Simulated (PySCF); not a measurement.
**Field gradients at the hydrogen positions**

Species: N-formylmorpholine, C5H9NO2.
Cartesian coordinates in Å at the PBE0-D3(BJ)/def2-SVP level; atoms count from 1:
```xyz
17
C5H9NO2 angstrom
O      2.745   -1.153    0.385
C      2.146   -0.127    0.164
N      0.854   -0.043   -0.251
C      0.053   -1.233   -0.442
C     -1.240   -1.098    0.345
O     -1.908    0.098    0.029
C     -1.130    1.228    0.314
C      0.174    1.209   -0.472
H      2.608    0.884    0.280
H     -0.175   -1.360   -1.516
H      0.649   -2.093   -0.107
H     -1.015   -1.137    1.430
H     -1.927   -1.923    0.106
H     -0.900    1.277    1.398
H     -1.729    2.111    0.047
H      0.828    2.037   -0.158
H     -0.046    1.339   -1.549
```

Level: PBE0/pcSseg-1 (PySCF, non-relativistic); Q(2H) = 0.00286 b; rigid geometry, the same for H and D, with no vibrational averaging.

Task: Rank these positions by the coupling χzz of a deuteron there, largest first.
A. H9 (formyl hydrogen)
B. H10 (methylene hydrogen)
C. H13 (methylene hydrogen)
D. H12 (methylene hydrogen)

Result: C (190 kHz), B (185 kHz), D (179 kHz), A (171 kHz).

Task: Tabulate Vzz, the asymmetry η and χzz = 234.96 MHz × Q × Vzz for every hydrogen position.

Result: 
| atom | bonded to | bond length (Å) | Vzz (au) | η | χzz (kHz) |
| --- | --- | --- | --- | --- | --- |
| H9 | C2 | 1.118 | 0.2543 | 0.07 | 171 |
| H10 | C4 | 1.105 | 0.2756 | 0.06 | 185 |
| H11 | C4 | 1.099 | 0.2780 | 0.04 | 187 |
| H12 | C5 | 1.109 | 0.2658 | 0.07 | 179 |
| H13 | C5 | 1.100 | 0.2831 | 0.05 | 190 |
| H14 | C7 | 1.110 | 0.2649 | 0.07 | 178 |
| H15 | C7 | 1.100 | 0.2823 | 0.05 | 190 |
| H16 | C8 | 1.101 | 0.2813 | 0.07 | 189 |
| H17 | C8 | 1.106 | 0.2724 | 0.05 | 183 |

Task: How does χzz go with the bond length over the 9 C–H bonds?

Result: A straight-line fit has a slope of -10.2 kHz for each 0.01 Å, with a correlation coefficient of -0.97, over lengths from 1.099 to 1.118 Å. The longer bonds have the smaller couplings here.

Task: Give the 2H NMR doublet splittings at H11 for a magnetic field along the z, y and x axes of the gradient: 3χ/2, 3χ(1 + η)/4, 3χ(1 − η)/4.

Result: With |χ| = 186.8 kHz and η = 0.035: 280, 145 and 135 kHz, to first order and without motion.

The structure is a single PBE0-D3(BJ)/def2-SVP conformer in the gas phase; no vibrational or solvent corrections. The basis is small and wasn't made for field gradients, so the couplings can be 20 % off.
